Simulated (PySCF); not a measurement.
## InCl2, doublet: structure and spectrum

All numbers come from UPBE0 in PySCF with In def2-TZVP with ECP28, Cl def2-TZVP; scalar-relativistic core potentials, no spin–orbit coupling; density-fitted integrals.

The structure is a minimum.

```xyz
3
charge 0 multiplicity 2, angstrom
In   -0.4542    0.0000    0.0000
Cl    0.7316    0.0000    2.0328
Cl    0.7316    0.0000   -2.0328
```

- Point group: C2v
- Bond lengths: In–Cl 2.353 Å (×2)
- Bond angles: Cl–In–Cl 119.5°
- Highest occupied level (α): -7.11 eV
- Principal polarisabilities: 46.9, 57.9, 87.9 bohr³
- Zero-point energy: 4.5 kJ/mol
- Atomisation energy without zero-point energy: 630 kJ/mol
- Entropy at 298.15 K and 1 bar (electronic part: spin only): 313.8 J/(mol K)
- Dipole moment: 2.57 D
- Heat capacity Cp at 298.15 K: 54.9 J/(mol K)
- Rotational constants: 0.2758, 0.05833, 0.04814 cm⁻¹
- Lowest empty level (β): -4.45 eV
- Enthalpy at 298.15 K above 0 K: 13.91 kJ/mol
- Spin squared ⟨S²⟩: 0.754
- Principal quadrupole moments (Buckingham, traceless) about the centre of mass: -9.89, 3.24, 6.65 D Å
- Rotational symmetry number: 2

Harmonic modes (masses in u: In 114.904, Cl 34.969):
| symmetry | ω (cm⁻¹) | IR (km/mol) | μ (u) | type |
| --- | --- | --- | --- | --- |
| a1 | 83 | 5.4 | 41.77 | bend |
| a1 | 322 | 19.5 | 38.87 | stretch |
| b2 | 351 | 81.1 | 44.67 | stretch |

In C2v the vibrations span 2a1 + b2. Here b1 is antisymmetric to the molecular plane and b2 lies in it.

Charges (e):
```csv
atom,Mulliken,Löwdin,polar tensor,spin (Mulliken),Mayer order to In1
In1,0.71,-0.12,1.07,0.67,–
"Cl2,3",-0.35,0.06,-0.54,0.17,0.99
```

Mulliken populations on In1 (electrons outside its core potential): s 3.34, p 6.77, d 10.13, f 0.05.

Outer orbital energies (eV). α occupied: -21.55, -12.39, -10.45, -9.43, -9.42, -9.12, -9.04, -7.11; empty: -2.18, -0.54, 0.09, 1.77. β occupied: -21.58, -21.33, -11.84, -9.84, -9.34, -9.24, -9.05, -8.96; empty: -4.45, -1.61, -0.11, 0.51.

Other isomers or separated fragments may lie lower. With an element this heavy the missing spin–orbit coupling can shift these numbers.

The final relaxation and frequency run took roughly 2.2 core-minutes on a shared host.
